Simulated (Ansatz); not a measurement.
BH7NPSi can be A, `B[SiH](N)P`, or B, `NPB[SiH3]`.

Calculated with Ansatz (gas phase, PBE0-D4/def2-TZVP geometries, no zero-point term in ΔE). CCSD(T)/CBS is the MP2 limit (def2-TZVPP, def2-QZVPP) plus CCSD(T) − MP2 in def2-TZVPP, frozen cores. DFT in def2-TZVPP. B3LYP here is the variant with VWN-RPA as its local correlation; programs differ in this. One conformer a species, not always the lowest.

Question: Which is lower in electronic energy at CCSD(T)/CBS, and by how much? (Best estimate.)

Answer: Computed: A, by 12.7 kcal/mol.

Question: Give E(B) − E(A) in kcal/mol with B3LYP, CCSD(T)/def2-TZVPP, LDA (SPW92), B3LYP-D4, CCSD(T)/def2-SVP, BLYP-D4, MP2/def2-TZVPP. (Best estimate.)

Answer: The calculation gave: B3LYP 10.3, CCSD(T)/def2-TZVPP 12.5, LDA (SPW92) 16.1, B3LYP-D4 11.5, CCSD(T)/def2-SVP 10.8, BLYP-D4 11.8, MP2/def2-TZVPP 14.1. None reverses the order clearly.

Question: Does the order hold for the free energy at 298.15 K (harmonic terms from PBE0-D4)? (Best estimate.)

Answer: The calculation gave: Yes: G(B) − G(A) = +11.9 kcal/mol, for one conformer each.

Largest T1 diagnostic: 0.017.

The D4 term adds +1.2 kcal/mol with B3LYP and +0.6 kcal/mol with PBE0; it sums over pairs of atoms, weighted by their polarisabilities, and B3LYP, whose exchange is more repulsive, gets the larger term. From BLYP to BHLYP (50 % exact exchange), in def2-TZVPP and without D4, E(B) − E(A) moves by −0.8 kcal/mol.
